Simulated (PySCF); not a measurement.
BrF4Ta, multiplicity 1. Atoms are numbered in the order given.

```xyz
6

Ta     0.0000     0.0000    -0.4536
F      0.0000    -1.8363    -0.8994
F      0.0000     1.8363    -0.8994
F      1.7687     0.0000    -1.0958
F     -1.7687     0.0000    -1.0958
Br     0.0000     0.0000     1.9722
```

Coordinates come from a PBE-D3(BJ)/def2-SVP optimisation. The spin state was assumed, not searched. The def2 effective core potentials stand for the cores of Ta; spin–orbit coupling is left out.

Method: PySCF with PBE0/def2-TZVP.

Symmetry labels are those of the subgroup C2v that the program uses (full group C2v).

### Question
List the valence orbital energies around the gap with their symmetry. (The exact figures need the calculation; the answer reports its results.)

### Answer

| orbital | symmetry | energy (eV) |
|---|---|---|
| HOMO−7 | B2 | -12.63 |
| HOMO−6 | B1 | -12.43 |
| HOMO−5 | B2 | -12.40 |
| HOMO−4 | A1 | -12.35 |
| HOMO−3 | A1 | -11.76 |
| HOMO−2 | A2 | -11.73 |
| HOMO−1 | B1 | -10.23 |
| HOMO | B2 | -10.17 |
| LUMO | B2 | -3.00 |
| LUMO+1 | B1 | -2.78 |
| LUMO+2 | A2 | -2.57 |
| LUMO+3 | A1 | -2.37 |
